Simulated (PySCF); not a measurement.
**Stretching InO⁺**

Set-up: In cc-pVTZ-PP with ECP28, O cc-pVTZ; scalar-relativistic core potentials (PySCF 2.14). Energies in eV from In⁺ + O in their ground configurations at the same level. State: ³Σ⁻ (triplet), unpaired electrons π ↑↑.

All columns are PBE0. A positive dipole points towards O; it is taken about the centre of mass and depends on that origin.

| R (Å) | E (eV) | μ (D) | Mulliken charge on In (basis-dependent) | HOMO (eV) | LUMO (eV) | Mayer bond order | ⟨S²⟩ |
| --- | --- | --- | --- | --- | --- | --- | --- |
| 2.556 | -0.147 | 0.34 | 0.88 | -14.38 | -10.60 | 0.22 | 2.01 |
| 2.675 | -0.209 | 0.06 | 0.90 | -14.44 | -10.24 | 0.19 | 2.01 |
| 2.794 | -0.240 | -0.20 | 0.91 | -14.46 | -9.91 | 0.17 | 2.01 |
| 2.883 | -0.249 | -0.38 | 0.92 | -14.44 | -9.68 | 0.16 | 2.01 |
| 2.972 | -0.250 | -0.54 | 0.92 | -14.40 | -9.47 | 0.15 | 2.01 |
| 3.061 | -0.245 | -0.70 | 0.93 | -14.33 | -9.28 | 0.14 | 2.01 |
| 3.180 | -0.234 | -0.89 | 0.94 | -14.20 | -9.04 | 0.12 | 2.01 |
| 3.329 | -0.215 | -1.11 | 0.95 | -14.01 | -8.77 | 0.11 | 2.01 |
| 3.507 | -0.190 | -1.35 | 0.95 | -13.76 | -8.48 | 0.09 | 2.00 |
| 3.745 | -0.158 | -1.63 | 0.96 | -13.45 | -8.15 | 0.07 | 2.00 |

A fit through these points gives, at Re = 2.939 Å, μ = -0.48 D and dμ/dR = -1.85 D/Å; the reduced mass is 14.04 u.

Problem. How strong is the fundamental in the double-harmonic approximation, I = 42.26·(dμ/dR)²/μred km/mol?

Solution. I = 42.26·(-1.85)²/14.04 = 10.3 km/mol at PBE0.

The bond is weak. Basis-set superposition, not corrected here, can be much of De in a small basis, most of all at correlated wavefunction levels. These are scalar-relativistic numbers at best; spin–orbit coupling would shift them, the dissociation energy most. For an ion De counts to the pair picked by the measured ionisation energies or electron affinities, which need not be the lowest pair at this level. The state is the lowest determinant that a PBE0 search found; another state may lie lower at other levels.
